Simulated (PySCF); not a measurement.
PySCF input (M06-L/def2-TZVPD):

```python
from pyscf import gto, scf, dft

mol = gto.M(
    atom='''
    Ba   -0.00000000   -0.00000000   -0.30023527
    F     0.00000000    0.00000000    1.86813054
    ''',
    basis='def2-tzvpd',
    ecp='def2-tzvp',
    charge=0,
    spin=1,
    symmetry='C2v',
    verbose=4,
)

mf = dft.UKS(mol, xc='m06l').density_fit(auxbasis='def2-universal-jkfit')
mf.grids.level = 4
mf.conv_tol = 1e-9
mf.max_cycle = 100
mf.max_memory = 1500
mf.kernel()
if not mf.converged:
    mf = mf.newton()
    mf.kernel(mf.make_rdm1())
mf.analyze()
```

End of the output:

```
Extra cycle  E= -125.410096008798  delta_E= -3.28e-11  |g|= 1.17e-05  |ddm|= 8.66e-05
converged SCF energy = -125.410096008798  <S^2> = 0.75174601  2S+1 = 2.0017452
**** SCF Summaries ****
Total Energy =                        -125.410096008797979
Nuclear Repulsion Energy =              21.963982628373948
One-electron Energy =                 -226.259157778139809
Two-electron Energy =                   78.885079140967889
Two-electron Coulomb Energy =           93.071920653543827
DFT Exchange-Correlation Energy =      -14.186841512575938
HOMO-LUMO gap [eV] =                     1.529543449281663
Wave-function symmetry = A1
alpha occupancy for each irrep:     A1   A2   B1   B2
                                     6    0    2    2
beta  occupancy for each irrep:     A1   A2   B1   B2
                                     5    0    2    2
**** MO energy ****
alpha MO #1 (A1 #1), energy= -24.3858907586629 occ= 1
alpha MO #2 (A1 #2), energy= -1.26859850878332 occ= 1
alpha MO #3 (A1 #3), energy= -1.04077999395007 occ= 1
alpha MO #4 (B1 #1), energy= -0.691466000406412 occ= 1
alpha MO #5 (B2 #1), energy= -0.691466000406413 occ= 1
alpha MO #6 (A1 #4), energy= -0.672951768539843 occ= 1
alpha MO #7 (B1 #2), energy= -0.289736051487199 occ= 1
alpha MO #8 (B2 #2), energy= -0.289736051487198 occ= 1
alpha MO #9 (A1 #5), energy= -0.284115324702949 occ= 1
alpha MO #10 (A1 #6), energy= -0.0996102416680777 occ= 1
alpha MO #11 (B1 #3), energy= -0.0434005562019461 occ= 0
alpha MO #12 (B2 #3), energy= -0.0434005562019472 occ= 0
alpha MO #13 (A1 #7), energy= -0.0420695736762151 occ= 0
alpha MO #14 (A2 #1), energy= -0.0420693062910505 occ= 0
alpha MO #15 (A1 #8), energy= -0.0267310022794592 occ= 0
alpha MO #16 (B1 #4), energy= 0.0058945486439117 occ= 0
alpha MO #17 (B2 #4), energy= 0.0058945486439117 occ= 0
alpha MO #18 (A1 #9), energy= 0.0164330647936737 occ= 0
alpha MO #19 (B1 #5), energy= 0.0415502504440318 occ= 0
alpha MO #20 (B2 #5), energy= 0.041550250444032 occ= 0
alpha MO #21 (A1 #10), energy= 0.0458643091717867 occ= 0
alpha MO #22 (A1 #11), energy= 0.0811075593199585 occ= 0
alpha MO #23 (A2 #2), energy= 0.084246163393484 occ= 0
alpha MO #24 (A1 #12), energy= 0.0842465082061416 occ= 0
alpha MO #25 (B1 #6), energy= 0.0896887187021932 occ= 0
alpha MO #26 (B2 #6), energy= 0.089688718702192 occ= 0
alpha MO #27 (A1 #13), energy= 0.123788459326953 occ= 0
alpha MO #28 (A1 #14), energy= 0.166239283659781 occ= 0
alpha MO #29 (B1 #7), energy= 0.192294733475052 occ= 0
alpha MO #30 (B2 #7), energy= 0.192294733475051 occ= 0
alpha MO #31 (A1 #15), energy= 0.312053409913275 occ= 0
alpha MO #32 (B1 #8), energy= 0.487963421782924 occ= 0
alpha MO #33 (B2 #8), energy= 0.487963421782921 occ= 0
alpha MO #34 (A2 #3), energy= 0.498752192533 occ= 0
alpha MO #35 (A1 #16), energy= 0.498764062132523 occ= 0
alpha MO #36 (A1 #17), energy= 0.526745752609365 occ= 0
alpha MO #37 (A2 #4), energy= 0.566449591475965 occ= 0
alpha MO #38 (A1 #18), energy= 0.566450041890519 occ= 0
alpha MO #39 (B1 #9), energy= 0.627302301742127 occ= 0
alpha MO #40 (B2 #9), energy= 0.627302301742127 occ= 0
alpha MO #41 (A1 #19), energy= 0.679070608248974 occ= 0
alpha MO #42 (A1 #20), energy= 0.71318307050834 occ= 0
alpha MO #43 (B1 #10), energy= 0.76061814538605 occ= 0
alpha MO #44 (B2 #10), energy= 0.760618145386047 occ= 0
alpha MO #45 (A1 #21), energy= 0.894269409290246 occ= 0
alpha MO #46 (B1 #11), energy= 0.908361285889377 occ= 0
alpha MO #47 (B2 #11), energy= 0.908361285889375 occ= 0
alpha MO #48 (A1 #22), energy= 0.935850830918593 occ= 0
alpha MO #49 (A2 #5), energy= 0.935862325834499 occ= 0
alpha MO #50 (A1 #23), energy= 1.05977897493424 occ= 0
alpha MO #51 (B1 #12), energy= 1.06043647709532 occ= 0
alpha MO #52 (B2 #12), energy= 1.06043647709531 occ= 0
alpha MO #53 (A1 #24), energy= 1.33041743378361 occ= 0
alpha MO #54 (A2 #6), energy= 2.32381885232284 occ= 0
alpha MO #55 (A1 #25), energy= 2.32397288871393 occ= 0
alpha MO #56 (B1 #13), energy= 2.34384518280203 occ= 0
alpha MO #57 (B2 #13), energy= 2.34384518280203 occ= 0
alpha MO #58 (A1 #26), energy= 2.40708697299286 occ= 0
alpha MO #59 (B1 #14), energy= 3.49267880114936 occ= 0
alpha MO #60 (B2 #14), energy= 3.49267880114935 occ= 0
alpha MO #61 (A1 #27), energy= 3.57795763084146 occ= 0
alpha MO #62 (A1 #28), energy= 4.25195766135689 occ= 0
alpha MO #63 (B1 #15), energy= 5.74596856718824 occ= 0
alpha MO #64 (B2 #15), energy= 5.74596856718828 occ= 0
alpha MO #65 (A2 #7), energy= 7.10068564789228 occ= 0
alpha MO #66 (A1 #29), energy= 7.10112054925602 occ= 0
alpha MO #67 (B1 #16), energy= 7.10972588271683 occ= 0
alpha MO #68 (B2 #16), energy= 7.10972588271688 occ= 0
alpha MO #69 (B1 #17), energy= 7.11229017840422 occ= 0
alpha MO #70 (B2 #17), energy= 7.11229017840422 occ= 0
alpha MO #71 (A1 #30), energy= 7.11923358973067 occ= 0
alpha MO #72 (A1 #31), energy= 8.67699770224276 occ= 0
alpha MO #73 (A2 #8), energy= 8.67732172215366 occ= 0
alpha MO #74 (B1 #18), energy= 8.7116425190474 occ= 0
alpha MO #75 (B2 #18), energy= 8.71164251904739 occ= 0
alpha MO #76 (A1 #32), energy= 8.71503466601239 occ= 0
alpha MO #77 (A1 #33), energy= 11.6014480005197 occ= 0
alpha MO #78 (A1 #34), energy= 26.0642251180915 occ= 0
alpha MO #79 (A1 #35), energy= 57.2825285488207 occ= 0
alpha MO #80 (A1 #36), energy= 256.827539699117 occ= 0
beta  MO #1 (A1 #1), energy= -24.3857615849702 occ= 1
beta  MO #2 (A1 #2), energy= -1.26712282219755 occ= 1
beta  MO #3 (A1 #3), energy= -1.04038127747413 occ= 1
beta  MO #4 (B1 #1), energy= -0.691131256501008 occ= 1
beta  MO #5 (B2 #1), energy= -0.691131256501008 occ= 1
beta  MO #6 (A1 #4), energy= -0.669136068156501 occ= 1
beta  MO #7 (B1 #2), energy= -0.289814470582854 occ= 1
beta  MO #8 (B2 #2), energy= -0.289814470582853 occ= 1
beta  MO #9 (A1 #5), energy= -0.284060973430471 occ= 1
beta  MO #10 (A2 #1), energy= -0.00268285560542852 occ= 0
beta  MO #11 (A1 #6), energy= -0.00266279800861372 occ= 0
beta  MO #12 (A1 #7), energy= 0.00741350027651727 occ= 0
beta  MO #13 (B1 #3), energy= 0.021209445368524 occ= 0
beta  MO #14 (B2 #3), energy= 0.0212094453685236 occ= 0
beta  MO #15 (A1 #8), energy= 0.0664289824334834 occ= 0
beta  MO #16 (A1 #9), energy= 0.0849840262784488 occ= 0
beta  MO #17 (B1 #4), energy= 0.130845617988851 occ= 0
beta  MO #18 (B2 #4), energy= 0.130845617988909 occ= 0
beta  MO #19 (A1 #10), energy= 0.17178087390023 occ= 0
beta  MO #20 (B1 #5), energy= 0.177129192678395 occ= 0
beta  MO #21 (B2 #5), energy= 0.17712919267841 occ= 0
beta  MO #22 (A1 #11), energy= 0.195033000651131 occ= 0
[...]
```
